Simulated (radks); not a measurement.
The numbers below are computed, except where a source is named.
Q: Coherent X-ray form factor from a spherical all-electron density. Level of theory: scalar-relativistic Kohn-Sham, LDA (Slater exchange, Perdew-Wang correlation), spin-polarised, spherical densities, point nucleus (a radial shooting solver on a logarithmic mesh with Libxc functionals).

sin(theta)/lambda (1/angstrom)  f0 (electrons)
0.05                                     7.789
0.1                                      7.220
0.15                                     6.437
0.2                                      5.590
0.25                                     4.785
0.3                                      4.080
0.4                                      3.018
0.5                                      2.356
0.6                                      1.962
0.8                                      1.572
1                                        1.372
1.25                                     1.173
1.5                                      0.986
2                                        0.665

The species is in the configuration that NIST lists as its ground one. Which atom or ion scatters so?

A: Neutral oxygen, [He] 2s2 2p4. Extrapolating in s^2 from the first two rows gives f0(0) = 8.0, near the electron count 8; among species with that count, the fall with angle is slower the higher Z, and the table is that of Z = 8; from so few rows the species is fixed only to a neighbour or two.
